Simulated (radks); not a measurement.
Spherical quantum dot in the effective-mass picture: electrons in a parabolic well V = omega^2 r^2 / 2 with omega = 0.367, all in effective atomic units (hartree* = m*/eps^2 hartree, bohr* = eps/m* bohr), one dielectric constant everywhere. Method: non-relativistic Kohn-Sham, LDA (Slater exchange, Perdew-Wang correlation), spin-polarised, spherical densities; computed with a radial shooting solver with Libxc functionals. Levels are named by radial order and angular momentum (1s, 1p, 1d, 2s, ...), and open shells are averaged over m. Results are scaled to m* = 0.542 and eps = 8.6, for which hartree* = 199.4 meV and bohr* = 0.8397 nm.

N = 26, configuration 1s2 1p6 1d10 2s2 1f(up 6, down 0). This is the lowest configuration that the search found. Occupied and some empty levels:

level,occupation,eigenvalue (meV),<r> (nm)
1s up,1,1271.7,2.954
1s down,1,1275.4,2.848
1p up,3,1292.5,3.533
1p down,3,1297.8,3.480
1d up,5,1318.3,3.917
1d down,5,1324.3,3.897
2s up,1,1329.4,3.166
2s down,1,1332.9,3.224
1f up,6,1348.4,4.212
1f down,0,1354.8,4.211
2p up,0,1365.5,3.558
2p down,0,1369.0,3.578
1g up,0,1382.3,4.458
1g down,0,1388.7,4.469
2d up,0,1404.0,3.917
2d down,0,1407.8,3.921

Energy (meV): total 21154.6, kinetic 1395.9, external 7555.9, Hartree 13533, exchange-correlation -1330.7.
